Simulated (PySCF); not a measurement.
BrGeH5N2, SMILES [NH2][GeH]([NH2])[Br]. Geometry optimised at PBE-D3(BJ)/def2-SVP. This is a generated structure with no PubChem entry under its InChIKey; it may be hypothetical. Other conformers were not sampled.

Computed equilibrium geometry at PBE-D3(BJ)/def2-SVP (PySCF confirms it by a frequency run) as a Z-matrix (one conformer of several):
```
Ge
N 1 1.8302
H 2 1.0260 1 114.76
H 2 1.0267 3 108.98 1 -127.97
N 1 1.8405 2 104.88 3 -179.36
H 5 1.0263 1 112.36 2 161.84
H 5 1.0273 6 108.68 1 -125.91
H 1 1.5536 2 107.23 3 51.65
Br 1 2.3579 8 105.66 2 124.47
```
